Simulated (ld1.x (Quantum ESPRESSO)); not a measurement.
Configuration tests for chromium (ultrasoft)

```
Element                 : Cr
Generator               : ld1.x (Quantum ESPRESSO) 7.5
Type                    : ultrasoft
Functional              : PBEsol
Relativity              : non-relativistic
Frozen core             : [Ne]
Valence charge          : 14
Reference configuration : 3s2 3p6 3d6 4s0 4p0
Partial waves           : 3s (bound): rcut 1.30, rcutus 1.40 bohr; 4s (bound, empty): rcut 1.30, rcutus 1.40 bohr; 3p (bound): rcut 1.35, rcutus 1.60 bohr; 4p (bound, empty): rcut 1.35, rcutus 1.60 bohr; 3d (bound): rcut 1.55, rcutus 1.80 bohr; 3d channel at 0.75 Ry: rcut 1.55, rcutus 1.80 bohr
Local potential         : all-electron potential smoothed inside 1.45 bohr (lloc = -2)
Core correction         : Bessel-smoothed model core, default radius (core density twice the valence density)
Augmentation charge     : PSQ, inside the norm-conserving radii
```

Energies are relative to the spin-unpolarised reference configuration 3s2 3p6 3d6 4s0 4p0; without spin polarisation the order of configurations can differ from experiment.

```csv
valence configuration,charge,ΔE all-electron (eV),error AE − PS (meV)
3s2 3p6 3d5 4s1 4p0,0,-1.581,+1.3
3s2 3p6 3d4 4s0 4p0,+2,21.280,+2.7
3s2 3p6 3d4 4s1 4p1,0,2.085,+25
3s2 3p6 3d5 4s0 4p1,0,1.466,-0.5
3s2 3p6 3d4 4s2 4p0,0,-1.452,+27
3s1 3p6 3d5 4s1 4p0,+1,77.012,+15
```

(1) What are ΔE and the potential's error for 3s2 3p6 3d5 4s0 4p0?

Levels in the configuration 3s2 3p6 3d4 4s0 4p0:

```tsv
level	all-electron (eV)	pseudo (eV)
3s	-93.449	-93.396
3p	-66.021	-65.984
3d	-22.958	-22.914
```

## Answers

(1) ΔE = 5.165 eV all-electron; the error (AE − PS) is -6.7 meV.
